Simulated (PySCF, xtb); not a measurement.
C3H7FOSi, SMILES CC(=O)[Si@@H](C)F.

GFN2-xTB run with xtb 6.7.1 at its own geometry gives an orbital gap of 2.76 eV and a dipole moment of 1.45 D.

Geometry: B3LYP-D3(BJ)/def2-SVP. The structure was generated by enumeration; whether it is a known compound was not checked. Other conformers were not sampled.

Question: What does PySCF with PBE/def2-TZVP give? (An estimate is asked for; the answer gives what the named calculation found.)

Answer: gap 3.06 eV (levels -5.51 and -2.45 eV), dipole 0.98 D.
